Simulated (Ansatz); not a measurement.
`[F][GaH][F]` + `[CH3]`• → `[F][Ga][F]`• + CH₄  (hydrogen abstraction from a Ga–H bond)

Program: Ansatz. Geometries: PBE0-D4/def2-TZVP. ΔE: electronic, gas phase. CCSD(T)/CBS adds triple-zeta CCSD(T) − MP2 to the extrapolated MP2 energy (def2 sets, frozen cores). This one scheme is used for every species. DFT in def2-TZVPP. B3LYP here is the variant with VWN-RPA as its local correlation; programs differ in this. No spin–orbit coupling; open shells (•) take unrestricted orbitals. For Ga outer-core shells are correlated without core-valence functions, which leaves a few kJ/mol of doubt a bond. Scalar relativity is left out up to krypton.

`[F][GaH][F]`:

```xyz
4

F     0.648   -1.505   -0.391
Ga    0.013    0.081   -0.062
F    -0.872    0.130    1.436
H     0.211    1.294   -0.983
```

`[CH3]`•:

Z-matrix (Å, degrees):
```
C
H 1 1.080
H 1 1.080 2 120.0
H 1 1.080 2 120.0 3 180.0
```

`[F][Ga][F]`•:

Cartesian coordinates in Å:
```
F -0.589 0.237 1.389
Ga 0.601 0.047 0.112
F -0.012 -0.284 -1.500
```

CH₄:

Z-matrix (Å, degrees):
```
C
H 1 1.090
H 1 1.090 2 109.5
H 1 1.090 2 109.5 3 -120.0
H 1 1.090 2 109.5 3 120.0
```

```
        level  ΔE (kJ/mol)
   r2SCAN0-D4       -108.4
        B3LYP       -122.9
CCSD/def2-SVP       -106.8
MP2/CBS(def2)       -116.7
```

Question: What does CCSD(T)/CBS give? (Estimate.)

Answer: Computed: -107.1 kJ/mol. The listed levels differ from it by -1.3, -15.8, 0.3, -9.6 kJ/mol.

Question: What do rigid-rotor, harmonic-oscillator terms from PBE0-D4/def2-TZVP frequencies (298.15 K, 1 bar) make of the CCSD(T)/CBS value? (An estimate is asked.)

Answer: The calculation gave: ΔZPE = +19.8 kJ/mol, ΔH = -88.7 kJ/mol, ΔS = -7 J/(mol·K), ΔG = -86.6 kJ/mol. Open shells count their whole term as degenerate.

Largest T1 diagnostic among the species: 0.017.

From BLYP to BHLYP (50 % exact exchange), in def2-TZVPP and without D4, ΔE moves by +20.8 kJ/mol. At CCSD(T), def2-SVP lies −3.4 kJ/mol from the extrapolated value and def2-TZVPP −2.3 kJ/mol.
